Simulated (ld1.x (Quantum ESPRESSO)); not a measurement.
BLYP TM dataset for germanium, scalar-relativistic all-electron reference.

germanium (Ge), norm-conserving Troullier–Martins (Kleinman–Bylander form), made with ld1.x (Quantum ESPRESSO) 7.5 (BLYP, scalar-relativistic). Core [Ar] 3d10, reference 4s1 4p3. Waves: 4s (bound): rc 1.70 bohr; 4p (bound): rc 2.00 bohr. Local part: all-electron potential smoothed inside 1.35 bohr (lloc = -1). Core correction: none.

All-electron outer shells of the reference configuration (BLYP, scalar-relativistic, ld1.x):

| shell | level (eV) | outermost node (bohr) | outermost maximum (bohr) |
| --- | --- | --- | --- |
| 3p | -117.14 | 0.23 | 0.54 |
| 3d | -30.90 | – | 0.50 |
| 4s | -12.63 | 0.77 | 1.71 |
| 4p | -4.45 | 0.82 | 2.14 |

What the tests gave:

```json
{
 "Cutoffs needed": "18 Ry and 40 Ry (the cutoffs (Ry, on a coarse ladder) from which the occupation-weighted sum of valence levels, in a spherical-Bessel basis at the reference potential, stays within 10 and 1 mRy of its value at 400 Ry)",
 "Ghost test": "no extra level below or beside the all-electron valence levels (s, p, d, f tested) (spherical-Bessel basis up to 400 Ry, 20 bohr box)",
 "Configuration tests": "1 of 7 tests not solved or not reliable"
}
```

Generation and tests took about 3.5 s on one core of a shared server CPU.
